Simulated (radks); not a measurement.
Ir3+, configuration [Xe] 4f14 5d6. Calculated with a radial shooting solver on a logarithmic mesh with Libxc functionals: scalar-relativistic Kohn-Sham, HCTH/407, spin-polarised, spherical densities, point nucleus; open shells are filled with parallel spins first (spin-orbit coupling, left out, can overturn this in heavy ions).

Unscreened Slater integrals over Kohn-Sham orbitals (cm^-1). They are taken over the spin-up orbitals.

| integral | value |
|---|---|
| F0(5d,5d) | 130410 |
| F2(5d,5d) | 68636 |
| F4(5d,5d) | 45711 |
| F0(5d,5p) | 147470 |
| F2(5d,5p) | 73668 |
| G1(5d,5p) | 88575 |
| G3(5d,5p) | 54985 |
| F0(5d,4f) | 167450 |
| F2(5d,4f) | 39558 |
| F4(5d,4f) | 18521 |
| G1(5d,4f) | 13481 |
| G3(5d,4f) | 12491 |
| G5(5d,4f) | 9936.6 |
| F0(5p,5p) | 175460 |
| F2(5p,5p) | 94830 |
| F0(5p,4f) | 215620 |
| F2(5p,4f) | 67404 |
| G2(5p,4f) | 26785 |
| G4(5p,4f) | 22335 |
| F0(4f,4f) | 377220 |
| F2(4f,4f) | 185660 |
| F4(4f,4f) | 117850 |
| F6(4f,4f) | 85188 |

Derived for the open shells (J is the average intra-shell exchange parameter used in DFT+U). 5d: Racah B = F2/49 - 5 F4/441 = 882.5 cm^-1, C = 35 F4/441 = 3628 cm^-1, C/B = 4.11, F4/F2 = 0.666, J = (F2 + F4)/14 = 8168 cm^-1.
